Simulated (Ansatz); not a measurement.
Ge₆N, 7 atoms. Hardware: 6 threads of Intel Xeon on a shared host.

Correlated methods freeze 55 core orbitals; core or outer-core shells of Ge are correlated, in sets that lack core-valence functions.

Task: How many basis functions does each of these Ansatz runs have, and roughly what does it cost? PBE0-D4/def2-SVP, charge 0 doublet, energy, from earlier orbitals; PBE-D4/def2-TZVP, charge 0 doublet, energy and forces, from earlier orbitals; PBE0-D4/def2-TZVP, charge 0 doublet, energy, from earlier orbitals; r2SCAN-D4/def2-TZVP, charge 0 doublet, energy, from earlier orbitals; MP2/def2-SVP, charge 0 doublet, energy, from earlier orbitals; r2SCANh-D4/def2-TZVP, charge 0 doublet, energy, from earlier orbitals; PBE-D4/def2-SVP, charge 0 doublet, relaxation, 7 steps; PBE-D4/def2-SVP, charge 0 doublet, energy, from earlier orbitals.

Result: Other jobs shared the machine, so times can vary by a factor of up to 3. A dash marks memory too small to be measured apart from the calling script's.

```csv
run,functions,fitting or Cholesky vectors,wall time,peak host memory (GiB)
"PBE-D4/def2-SVP, charge 0 doublet, energy, from earlier orbitals",206,2278,7.5 s,–
"PBE-D4/def2-TZVP, charge 0 doublet, energy and forces, from earlier orbitals",319,2303,12 s,1
"PBE0-D4/def2-SVP, charge 0 doublet, energy, from earlier orbitals",206,2036,20 s,1.4
"r2SCAN-D4/def2-TZVP, charge 0 doublet, energy, from earlier orbitals",319,2303,24 s,1.1
"MP2/def2-SVP, charge 0 doublet, energy, from earlier orbitals",206,2036,27 s,1.4
"PBE-D4/def2-SVP, charge 0 doublet, relaxation, 7 steps",206,2278,40 s,–
"r2SCANh-D4/def2-TZVP, charge 0 doublet, energy, from earlier orbitals",319,2146,47 s,2.3
"PBE0-D4/def2-TZVP, charge 0 doublet, energy, from earlier orbitals",319,2146,50 s,2.2
```
